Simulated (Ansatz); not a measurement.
Isolated molecules relaxed with PBE0-D4/def2-TZVP in Ansatz; ΔE leaves out vibrations. CBS: MP2 limit from def2 TZ/QZ plus the TZ coupled-cluster correction, frozen cores. DFT in def2-TZVPP. B3LYP here is the variant with VWN-RPA as its local correlation; programs differ in this. def2 core potentials past Kr. For Te outer-core shells are correlated without core-valence functions, which leaves a few kJ/mol of doubt a bond. Each species was taken in one conformer, which may not be the lowest.

Consider the cleavage of the Si–B bond: `CB(O)[SiH]1CO1` + H₂Te → `[TeH][SiH]1CO1` + `CBO`.

```
             level  ΔE (kcal/mol)
         r2SCAN-D4          -19.2
          B3LYP-D4          -19.1
               PBE          -17.9
SCS-MP2/def2-TZVPP          -21.4
     HF/def2-QZVPP          -22.2
      HF/CBS(def2)          -22.2
     MP2/CBS(def2)          -24.1
    CCSD/CBS(def2)          -21.1
```

(1) What does CCSD(T)/CBS give? (An estimate is asked.)

Largest T1 diagnostic among the species: 0.015.

Results:

(1) Ansatz gave: -21.0 kcal/mol. The listed levels differ from it by 1.8, 1.9, 3.1, -0.4, -1.2, -1.2, -3.1, -0.1 kcal/mol.

From PBE to PBE0 (25 % exact exchange), in def2-TZVPP and without D4, ΔE moves by −1.3 kcal/mol.
